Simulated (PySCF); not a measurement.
Zr (zirconium, neutral) across methods

[Kr] 4d1 5s2 6s1, 6s spin antiparallel (an excited configuration). Calculation: PySCF 2.14, in aug-cc-pwCVTZ-PP with ECP28MDF (8s8p7d4f3g, 122 functions); a scalar-relativistic core potential.

```csv
method,E (hartree),mean ε 5s α (eV),mean ε 5s β (eV),mean ε 6s β (eV),Σ⟨r²⟩ (bohr²),⟨S²⟩
PBE,-46.5418,-7.848,-7.530,-1.481,133.8,1.011
LDA,-46.4060,-7.994,-7.682,-1.494,134.7,1.009
r2SCAN,-46.5402,-8.087,-7.671,-1.456,138.9,1.016
UHF,-46.11653,-9.712,-9.493,-2.089,151.7,1.004
PBE0,-46.5266,-8.528,-8.228,-1.751,138.1,1.015
```

Energies and moments cover only the electrons outside the core potential. The outer electron is Rydberg-like, and this basis confines it to a smaller radius and binds it less than a complete one would. With the s spin flipped the determinant is a mixture of two multiplicities, not a spectroscopic state.
